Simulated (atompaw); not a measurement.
Reading a pseudo-wave (oxygen)

Columns: radius, all-electron u(r) and pseudo u(r) of the 2s shell (level -48.38 eV) of oxygen in the configuration [He] 2s2 2p2.5; LDA (PW92), scalar-relativistic, PAW (atompaw) scheme, atompaw 4.2.0.5.

```
r (bohr)  all-electron  pseudo
   0.061       -0.3967  0.1130
   0.122       -0.4425  0.2243
   0.182       -0.3189  0.3302
   0.243       -0.1195  0.4327
   0.304        0.0998  0.5285
   0.365        0.3095  0.6164
   0.425        0.4922  0.6939
   0.486        0.6480  0.7629
   0.547        0.7723  0.8214
   0.608        0.8665  0.8690
   0.668        0.9325  0.9052
   0.729        0.9758  0.9312
   0.790        0.9989  0.9468
   0.851        1.0050  0.9524
   0.912        0.9975  0.9489
   0.972        0.9794  0.9373
   1.033        0.9526  0.9182
   1.094        0.9195  0.8929
   1.155        0.8817  0.8624
   1.215        0.8414  0.8283
   1.276        0.7984  0.7905
   1.337        0.7545  0.7503
   1.398        0.7102  0.7085
   1.458        0.6671  0.6666
   1.519        0.6241  0.6240
   1.580        0.5823  0.5823
```

Problem. How many radial nodes do the two functions have?

Solution. The all-electron 2s function has n − l − 1 = 1; the pseudo-wave has 0, since the states of the same l below it are removed with the core.

Problem. Where does each function peak?

Solution. Outermost all-electron maximum near 0.85 bohr, pseudo maximum near 0.85 bohr (to the table’s step).

Problem. Is the pseudo-wave norm-conserving?

Solution. No, it belongs to a PAW set: the norm inside the radius is not constrained, and the difference is carried by the augmentation charge.
